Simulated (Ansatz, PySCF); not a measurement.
Here is a job for PySCF.
```python
from pyscf import gto, scf, dft

mol = gto.M(
    atom='''
C    -0.19024082    0.13060277    1.42330928
C    -0.00498966    0.11664803    0.05908609
H    -0.28744948    1.05632604    1.97577308
H    -0.20755370   -0.77968074    2.01169741
C     0.08676696    1.20492954   -0.78061181
H     0.17732246    1.09117949   -1.85501323
H    -0.03223483    2.21755638   -0.41733078
C     0.10356375   -1.24871026   -0.60034753
H     0.36600386   -2.02101005    0.12619141
H    -0.84814294   -1.53662037   -1.06173446
H     0.86145311   -1.24857125   -1.38819972
''',
    basis='sto-3g',
    charge=-1,
    verbose=4,
)

mf = dft.RKS(mol)
mf.xc = 'pbe0'
mf.grids.atom_grid = (99, 590)
mf.grids.prune = None
mf.kernel()
```

Problem. Convert this to an input for Ansatz (a quantum-chemistry and plane-wave program).

Solution. This is not unique; one that fits is 
Ansatz 0.2 input:
```yaml
crystal:
  periodic: [false, false, false]
  atoms:
    - {symbol: C, position_ang: [-0.19024082, 0.13060277, 1.42330928]}
    - {symbol: C, position_ang: [-0.00498966, 0.11664803, 0.05908609]}
    - {symbol: H, position_ang: [-0.28744948, 1.05632604, 1.97577308]}
    - {symbol: H, position_ang: [-0.20755370, -0.77968074, 2.01169741]}
    - {symbol: C, position_ang: [0.08676696, 1.20492954, -0.78061181]}
    - {symbol: H, position_ang: [0.17732246, 1.09117949, -1.85501323]}
    - {symbol: H, position_ang: [-0.03223483, 2.21755638, -0.41733078]}
    - {symbol: C, position_ang: [0.10356375, -1.24871026, -0.60034753]}
    - {symbol: H, position_ang: [0.36600386, -2.02101005, 0.12619141]}
    - {symbol: H, position_ang: [-0.84814294, -1.53662037, -1.06173446]}
    - {symbol: H, position_ang: [0.86145311, -1.24857125, -1.38819972]}
basis:
  gaussian:
    orbitals: STO-3G
hamiltonian:
  xc: pbe0
total_charge: -1
accuracy: high
```

Both were run: PySCF gave -154.352649 Eh and Ansatz -154.352649 Eh, 0.000 mEh apart.
